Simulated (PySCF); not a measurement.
Compound: C₆H₄F₃O (doublet state).
Atom-mapped SMILES: `[CH2:1]=[CH:2][O:3]/[CH:4]=[C:5]/[C:6]([F:7])=[C:8]([F:9])[F:10]` (hydrogens: H11, H12 on C1; H13 on C2; H14 on C4)

Geometry (GFN2-xTB, Å), atoms numbered from 1 in this order:
```xyz
14
C6H4F3O angstrom
C      1.3934    0.9243    1.5813
C      1.5222   -0.2880    2.0889
O      0.9907   -1.4567    1.6353
C      0.1982   -1.5123    0.5488
C     -0.2483   -0.5656   -0.2254
C     -0.8413    0.0854   -1.2490
F     -0.1533    0.2528   -2.4099
C     -2.0710    0.7056   -1.2006
F     -2.8651    0.6415   -0.1366
F     -2.6291    1.3786   -2.1946
H      1.8744    1.7628    2.0478
H      0.8164    1.1140    0.6935
H      2.1050   -0.4913    2.9774
H     -0.0930   -2.5514    0.3808
```

The hyperfine couplings belong to this conformer and change with its torsions.

Computed with UKS B3LYP, pcH-1 on C F H O, non-relativistic, mean-field spin-orbit, GIAO (PySCF 2.14.0). One conformer (not necessarily the lowest) at the GFN2-xTB geometry, without solvent, vibrations or thermal averaging. A GFN2-xTB geometry isn't a minimum of the functional, and hyperfine couplings can be far from their values at a DFT geometry. The frame is twisted about the C5–C6 bond at this geometry (dihedral C4–C5–C6–F7 = -82°); couplings at other torsion angles weren't computed. The SCF solution wasn't tested for stability. ⟨S²⟩ is 0.777 where a pure state has 0.75.

Task: Break the g tensor into its mass correction, gauge correction and orbital-Zeeman/spin–orbit terms.

Result: 
```tsv
Δg (ppm)	1	2	3
relativistic mass correction	-209	-209	-209
gauge correction	3	47	57
orbital Zeeman/spin–orbit	-300	1242	1933
total	-506	1081	1781
```

So g = 2.00181, 2.00340, 2.00410 and g_iso = 2.00310; the tensor is rhombic: the two nearest values differ by 31 % of g3 − g1. Axes: g2 points within 3° of the C5–C6 bond.

Task: How much does each term add to the isotropic shift?

Result: The orbital-Zeeman/spin–orbit term 958, the mass correction -209 and the gauge correction 36 ppm, for a total of 786 ppm. The orbital-Zeeman/spin–orbit term is the largest in size. The mass correction is the same along every axis, so the anisotropy comes from the other two: their spans along these axes are 54 (gauge) and 2233 ppm (orbital Zeeman/spin–orbit).

Task: What effective moment and Curie constant follow for a powder?

Result: With the mean of g² = 4.0124 and S(S+1) = 0.75: μ_eff = √(⟨g²⟩S(S+1)) = 1.735 μB and χT = 0.12505·⟨g²⟩·S(S+1) = 0.376 cm³ K/mol (cgs; spin-Hamiltonian part alone).

Task: What are the electron Larmor frequencies g μB B/h along the three axes at 330 mT?

Result: 9.2459, 9.2532, 9.2565 GHz for g1, g2 and g3, a range of 10.6 MHz.

Task: In a frozen sample, at which fields do the three g values resonate at 9.5, 34, 94 and 263 GHz (hyperfine left aside), and which band first spreads them over more than twice a line width of 0.5 mT?

Result: 
```csv
band,GHz,B(g3) mT,B(g2) mT,B(g1) mT,spread mT
X,9.5,338.68,338.80,339.07,0.39
Q,34.0,1212.13,1212.55,1213.51,1.38
W,94.0,3351.17,3352.34,3355.00,3.83
J,263.0,9376.15,9379.43,9386.86,10.71
```

The spread grows in proportion to the frequency. Q band is the first where it exceeds 1.0 mT.

The Mulliken spin populations are largest on C5 (+0.62), C8 (+0.52), C6 (-0.20) and C4 (-0.08). The positive populations add up to 1.29 and the negative ones to -0.29, together 2S = 1.

The HOMO–LUMO gaps are 4.79 eV among the α and 4.22 eV among the β orbitals.
